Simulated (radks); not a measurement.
Results of a calculation; reference values are marked as such.
All-electron atom: Br I in [Ar] 3d10 4s2 4p5.

Code: a radial shooting solver on a logarithmic mesh with Libxc functionals. Model: scalar-relativistic Kohn-Sham, PBE, spin-unpolarised, spherical densities, finite nucleus; Fermi nuclear charge, rms radius 4.1629 fm.

Energy parts (eV):
total: -70923.546
kinetic: 72456.768
electron-nucleus: -171016.592
Hartree: 30142.129
exchange-correlation: -2505.851

Orbitals (lengths in bohr, moments of r in powers of bohr; <r^-3> diverges for s and p1/2):
orbital  occ.  eigenvalue (eV)  <r^-3>
1s          2        -13317.89       -
2s          2        -1733.077       -
2p          6        -1528.560    1356
3s          2        -238.0714       -
3p          6        -173.4924   196.8
3d         10         -66.7183   23.27
4s          2         -20.1341       -
4p          5          -7.8598   14.32

The highest occupied level is 4p at -7.860 eV. The electron density at the nucleus is 4.499e+04 e/bohr^3 (large components only). For comparison, the ionisation energy in NIST's Atomic Spectra Database is 11.814 eV (measured). In exact Kohn-Sham theory the highest level is minus the ionisation energy, but local and semilocal functionals leave it too shallow, through self-interaction and a potential that decays too fast; potentials with the right tail come closer.

Beside tabulated values, note that spin-unpolarised runs miss the spin-polarisation part of the exchange energy of open shells.
